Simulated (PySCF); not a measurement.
Computed shifts of a molecule C2H7AlO2, PBE0/pcSseg-1 (PySCF), GIAO, gas phase, atoms alike by connectivity averaged where their shifts nearly agree, in ppm (number of nuclei): ¹H: 4.34 (6), 3.70 (1). ¹³C: 57.8 (2). References: ¹H against TMS (σ = 31.56 ppm); ¹⁷O against H2O (σ = 334.2 ppm); ¹³C against TMS (σ = 186.3 ppm), references at their B3LYP-D3(BJ)/def2-TZVP geometries, non-relativistic. Geometry: B3LYP-D3(BJ)/def2-SVP. One conformer was computed; it need not be the lowest.

Q: Identify the compound among the candidates.
(A) CC[O][AlH][OH]
(B) C[CH2][Al]([OH])[OH]
(C) C[O][AlH][O]C
(D) C[O][Al]([CH3])[OH]

A: C, C[O][AlH][O]C
